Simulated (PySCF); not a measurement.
C2H5S, SMILES C[CH]S, multiplicity 2.

Coordinates come from a r2SCAN-D4/def2-TZVP optimisation. The isomer is the one that the SMILES or the coordinates give; other isomers of the formula were not compared. Other conformers were not sampled.

Computed with PySCF with TDA-ωB97X/def2-SVPD.

Vertical excitations. 

| state | energy (eV) | λ (nm) | f | main pairs |
|---|---|---|---|---|
| root 1 | 4.05 | 307 | 0.001 | α HOMO→LUMO 62 %, α HOMO→LUMO+1 15 %, α HOMO→LUMO+3 13 % |
| root 2 | 5.05 | 245 | 0.008 | α HOMO→LUMO+1 61 %, α HOMO→LUMO 20 %, α HOMO→LUMO+8 11 % |
| root 3 | 5.23 | 237 | 0.078 | β HOMO→LUMO 91 % |
| root 4 | 5.47 | 227 | 0.003 | α HOMO→LUMO+3 63 %, α HOMO→LUMO+5 13 %, α HOMO→LUMO 12 % |
| root 5 | 5.95 | 208 | 0.005 | α HOMO→LUMO+2 81 % |
| root 6 | 6.45 | 192 | 0.019 | α HOMO→LUMO+4 81 %, β HOMO−1→LUMO 13 % |
| root 7 | 6.52 | 190 | 0.005 | α HOMO→LUMO+4 5 %, β HOMO→LUMO+1 32 %, β HOMO−1→LUMO 31 %, β HOMO→LUMO+4 12 % |
| root 8 | 6.62 | 187 | 0.006 | α HOMO→LUMO+4 8 %, β HOMO−1→LUMO 45 %, β HOMO→LUMO+1 25 %, β HOMO→LUMO+4 8 % |
| root 9 | 6.86 | 181 | 0.008 | α HOMO→LUMO+5 45 %, α HOMO→LUMO+6 23 % |
| root 10 | 7.16 | 173 | 0.003 | α HOMO→LUMO+7 24 %, α HOMO→LUMO+6 18 %, α HOMO→LUMO+5 10 %, α HOMO→LUMO+8 8 %, β HOMO−2→LUMO 23 % |
Unrestricted roots are not spin-pure.
